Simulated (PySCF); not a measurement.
Dipole polarisabilities along the 5d series

Calculated with PySCF 2.14 for the ground configurations, without spin-orbit coupling: coupled response for Hartree-Fock and DFT. Mean α in bohr³, C₆ of like pairs in atomic units.

```json
{"species": "Hf [Xe] 4f14 5d2 6s2 (def2-TZVPPD with the def2 core potential (60 electrons), ECP)", "α UHF": "120.5", "α PBE": "97.37", "α PBE0": "101.1", "α recommended (Schwerdtfeger and Nagle)": "103 ± 6", "C₆ UHF": "1688", "C₆ PBE": "1246", "C₆ PBE0": "1326"}
{"species": "Ta [Xe] 4f14 5d3 6s2 (def2-TZVPPD with the def2 core potential (60 electrons), ECP)", "α UHF": "107.2", "α PBE": "80.71", "α PBE0": "84.46", "α recommended (Schwerdtfeger and Nagle)": "74 ± 20", "C₆ UHF": "1392", "C₆ PBE": "988.4", "C₆ PBE0": "1055"}
{"species": "W [Xe] 4f14 5d4 6s2 (def2-TZVPPD with the def2 core potential (60 electrons), ECP)", "α UHF": "97.64", "α PBE": "69.10", "α PBE0": "72.76", "α recommended (Schwerdtfeger and Nagle)": "68 ± 15", "C₆ UHF": "1173", "C₆ PBE": "800.1", "C₆ PBE0": "857.1"}
{"species": "Re [Xe] 4f14 5d5 6s2 (def2-TZVPPD with the def2 core potential (60 electrons), ECP)", "α UHF": "92.42", "α PBE": "63.53", "α PBE0": "67.10", "α recommended (Schwerdtfeger and Nagle)": "62 ± 3", "C₆ UHF": "1046", "C₆ PBE": "702.7", "C₆ PBE0": "752.5"}
{"species": "Os [Xe] 4f14 5d6 6s2 (def2-TZVPPD with the def2 core potential (60 electrons), ECP)", "α UHF": "73.58", "α PBE": "51.76", "α PBE0": "55.83", "α recommended (Schwerdtfeger and Nagle)": "57 ± 3", "C₆ UHF": "808.0", "C₆ PBE": "537.1", "C₆ PBE0": "596.0"}
{"species": "Ir [Xe] 4f14 5d7 6s2 (def2-TZVPPD with the def2 core potential (60 electrons), ECP)", "α UHF": "62.25", "α PBE": "46.00", "α PBE0": "48.36", "α recommended (Schwerdtfeger and Nagle)": "54 ± 7", "C₆ UHF": "661.8", "C₆ PBE": "464.9", "C₆ PBE0": "495.3"}
{"species": "Pt [Xe] 4f14 5d9 6s1 (def2-TZVPPD with the def2 core potential (60 electrons), ECP)", "α UHF": "50.38", "α PBE": "35.11", "α PBE0": "36.64", "α recommended (Schwerdtfeger and Nagle)": "48 ± 4", "C₆ UHF": "424.6", "C₆ PBE": "289.6", "C₆ PBE0": "302.6"}
{"species": "Au [Xe] 4f14 5d10 6s1 (def2-TZVPPD with the def2 core potential (60 electrons), ECP)", "α UHF": "48.30", "α PBE": "32.52", "α PBE0": "34.28", "α recommended (Schwerdtfeger and Nagle)": "36 ± 3", "C₆ UHF": "391.7", "C₆ PBE": "258.5", "C₆ PBE0": "273.2"}
{"species": "Hg [Xe] 4f14 5d10 6s2 (def2-TZVPPD with the def2 core potential (60 electrons), ECP)", "α UHF": "43.99", "α PBE": "33.65", "α PBE0": "35.29", "α recommended (Schwerdtfeger and Nagle)": "33.91 ± 0.34", "C₆ UHF": "415.5", "C₆ PBE": "300.8", "C₆ PBE0": "319.2"}
```

Hartree-Fock lacks correlation. All values carry a basis error, and heavy open shells lack spin-orbit coupling.
